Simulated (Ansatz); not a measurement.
Wavefunction ladder for CH6AlNO2Si (`N[SiH]1C[O][Al]1[OH]`)

```xyz
12

N    -1.120    1.944    0.061
Si   -0.842    0.258    0.177
C    -0.145   -0.758   -1.315
O     1.013   -1.436   -0.800
Al    1.221   -0.831    0.801
O     2.524   -1.237    1.797
H    -2.039    2.321   -0.089
H    -0.395    2.612   -0.136
H    -2.133   -0.319    0.649
H    -0.864   -1.498   -1.685
H     0.136   -0.113   -2.156
H     2.645   -0.943    2.697
```

Charge 0, multiplicity 1. The structure was optimised at the PBE0-D4/def2-TZVP level. It is one conformer, not always the lowest. Frozen core, restricted reference, Ansatz. CBS rows extrapolate triple and quadruple zeta; past MP2 they add the triple-zeta difference.

| basis | HF (Eh) | MP2 corr. | CCSD corr. | (T) | CCSD(T) total |
| --- | --- | --- | --- | --- | --- |
| def2-SVP | -776.11778 | ? | ? | -0.02398 | ? |
| def2-TZVPP | ? | -1.04955 | ? | -0.04349 | ? |
| def2-QZVPP | -776.64592 | -1.12985 | – | – | – |
| CBS(def2) | -776.64981 | -1.18934 | -1.22265 | as TZ | -777.91595 |

(1) Fill in the withheld values. (An estimate is asked.)

## Answers

(1) Computed: def2-SVP MP2 corr.: -0.82903; def2-SVP CCSD corr.: -0.87462; def2-SVP CCSD(T) total: -777.01638; def2-TZVPP HF (Eh): -776.61770; def2-TZVPP CCSD corr.: -1.08287; def2-TZVPP CCSD(T) total: -777.74406.
